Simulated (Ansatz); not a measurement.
Isolated molecules relaxed with PBE0-D4/def2-TZVP in Ansatz; ΔE leaves out vibrations. CBS: MP2 limit from def2 TZ/QZ plus the TZ coupled-cluster correction, frozen cores. DFT in def2-TZVPP. B3LYP here is the variant with VWN-RPA as its local correlation; programs differ in this. For Ge outer-core shells are correlated without core-valence functions, which leaves a few kJ/mol of doubt a bond. Scalar relativity is left out up to krypton. One conformer a species, not always the lowest.

Reaction (formal exchange of groups at a Ge–Si bond): `C=N[SiH2][GeH3]` + `NCCS` → `NC[CH2][GeH3]` + `C=N[SiH2]S`

CCSD(T)/CBS gives -76.5 kJ/mol.

**Question.** Another level gave -68.1 kJ/mol. Which?
A. PBE-D4/def2-TZVPP
B. SCS-MP2/def2-TZVPP
C. B2PLYP/def2-TZVPP
D. B3LYP-D4/def2-TZVPP

**Answer.** D. B3LYP-D4 -68.1, PBE-D4 -61.9, SCS-MP2/def2-TZVPP -80.8, B2PLYP -74.4 kJ/mol.

Largest T1 diagnostic among the species: 0.013.

From PBE to PBE0 (25 % exact exchange), in def2-TZVPP and without D4, ΔE moves by −4.6 kJ/mol.
